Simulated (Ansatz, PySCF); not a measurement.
Diatomic MgF-, closed-shell singlet (lowest of 2S+1 = 1, 3 at CCSD(T)/def2-TZVPP on PBE0 minima; our sources give no spin for the ground state, which may be another).

The constants come from a fifth-degree fit in 1/R (seven points, main isotopes). Runs in def2 and cc sets follow the lowest solution found near the PBE0 minimum. The singlet is held restricted. HF and MP2 rows in def2 and cc sets belong to the determinant that coupled cluster picked by its CCSD energy.

Correlated levels freeze the inner cores; with def2 sets outer-core shells near the valence are correlated too. Rows in 6-31G*, STO-3G carry no dispersion term and start afresh at each structure (6-31G* with six Cartesian d functions). MP2/6-31G* freezes PySCF's default core, which is smaller on s-block atoms.

Codes used: Ansatz (a first-principles code); PySCF for 6-31G* rows, STO-3G rows. 

| level | r_e (Å) | ω_e (cm⁻¹) | ω_e x_e (cm⁻¹) |
|---|---|---|---|
| HF/STO-3G | 1.807 | 725 | 2.9 |
| B3LYP/6-31G* | 1.808 | 636 | 4.1 |
| PBE0/def2-TZVPP | 1.836 | ___ | 4.8 |
| B2PLYP/def2-TZVPP | 1.841 | 564 | 4.6 |
| MP2/6-31G* | 1.813 | 642 | 3.6 |
| SCS-MP2/def2-QZVPP | 1.823 | 586 | 5.7 |
| CCSD/def2-QZVPP | 1.813 | 601 | 5.7 |
| CCSD(T)/def2-QZVPP | ___ | ___ | 5.7 |

### Question
Fill in the missing entries.

### Answer

- CCSD(T)/def2-QZVPP, r_e (Å): 1.817
- CCSD(T)/def2-QZVPP, ω_e (cm⁻¹): 595
- PBE0/def2-TZVPP, ω_e (cm⁻¹): 568

Doubts at one or more of the structures used: a restricted determinant that unrestricted orbitals would lower (SCS-MP2/def2-QZVPP, CCSD/def2-QZVPP, CCSD(T)/def2-QZVPP).
